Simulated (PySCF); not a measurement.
# Relaxation of singlet TaO₂⁻

Level of theory: PBE0 in PySCF with Ta def2-SVPD with ECP60, O def2-SVPD; scalar-relativistic core potentials, no spin–orbit coupling; density-fitted integrals. A (50,194) grid was used.

A hand-made bent start, of C2v symmetry, held to at least that symmetry:

```xyz
3
charge -1 multiplicity 1, angstrom
Ta    0.0000    0.0000   -0.1577
O     1.4990    0.0000    0.8919
O    -1.4990    0.0000    0.8919
```

Optimiser trace:
```
step  E − E(last) (kJ/mol)  largest gradient (Eh/bohr)
   0                 25.76                     0.07288
   1                  2.05                     0.02374
   2                  0.04                     0.00279
   3                  0.00                     0.00005
```

It ends at C2v with Ta–O 1.752 Å (×2); O–Ta–O 107.9° (after a last refinement on a finer grid). A frequency run shows a minimum.

Final geometry:
Coordinates in bohr (charge -1 multiplicity 1):
```
Ta    0.0000    0.0000   -0.2940
O     2.6758    0.0000    1.6546
O    -2.6758    0.0000    1.6546
```

Spin–orbit coupling, left out here, can matter for elements this heavy.
